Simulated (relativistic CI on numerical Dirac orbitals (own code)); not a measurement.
# L2,3 absorption of iron in several valence states

Computed multiplet spectra 2p⁶3dⁿ → 2p⁵3dⁿ⁺¹ (Dirac-Coulomb-Breit ions, Slater integrals scaled by 0.7, an assumed crystal field that grows with the charge, no charge transfer; 300 K; Lorentzian 0.4 eV and Gaussian 0.3 eV FWHM at both edges, so that L2 comes out sharper than in experiment). Peaks over 5 % are given in eV from the highest peak in the L3 region of each spectrum (height, largest 100). S of the lowest state is read from ⟨S²⟩, and the branching ratio is the share of L3, cut at the minimum between the edges.

Field parameters in Wybourne normalisation: Td as Oh with Dq negative (B⁴₀ = 21Dq, B⁴₄ = √(5/14) B⁴₀). The field is a parameter set, without covalency.

- Fe²⁺ (d6, Td, 10Dq = -5100 cm⁻¹): S = 2.00, high spin, branching ratio 0.74; peaks -1.8 (11), 0.0 (100), 0.4 (98), 1.1 (61), 2.5 (30), 3.8 (12), 11.5 (12), 12.7 (30), 13.3 (32), 15.2 (11)
- Fe⁴⁺ (d4, Td, 10Dq = -8050 cm⁻¹): S = 2.00, high spin, branching ratio 0.70; peaks -3.3 (8), 0.0 (100), 0.6 (88), 5.8 (5), 8.3 (22), 9.7 (19), 11.0 (17), 13.0 (35), 13.4 (33), 15.7 (12)
- Fe⁵⁺ (d3, Td, 10Dq = -9550 cm⁻¹): S = 1.50, branching ratio 0.65; peaks -2.8 (17), 0.0 (100), 0.8 (71), 1.6 (62), 3.1 (27), 8.7 (28), 9.7 (20), 10.6 (30), 11.2 (24), 12.2 (36), 13.1 (39)

Question: What spin state follows for Fe³⁺ in Td, 10Dq = -6600 cm⁻¹, and does its branching ratio lie nearer 2/3 or nearer 0.8?

Answer: Fe³⁺ (d5, Td, 10Dq = -6600 cm⁻¹): S = 2.50, high spin, branching ratio 0.75; peaks -1.7 (10), 0.0 (100), 1.2 (40), 3.8 (11), 11.7 (11), 12.5 (17), 14.2 (25). High-spin states, above all those with an unquenched orbital moment, raise the ratio above the statistical 2/3; low spin and nearly empty shells keep it near or below 2/3.

The centroid of the whole edge, which also moves with the branching ratio, lies at 713.3 (Fe²⁺), 716.1 (Fe³⁺), 719.7 (Fe⁴⁺), 724.5 (Fe⁵⁺) eV in this ionic model, in steps of 2.8 to 4.8 eV. Compounds show about 1 to 2 eV a unit and lower energies for the high valences, since ligands screen the charge. The multiplet shape follows the d count and the spin state, and so serves as a fingerprint of valence.
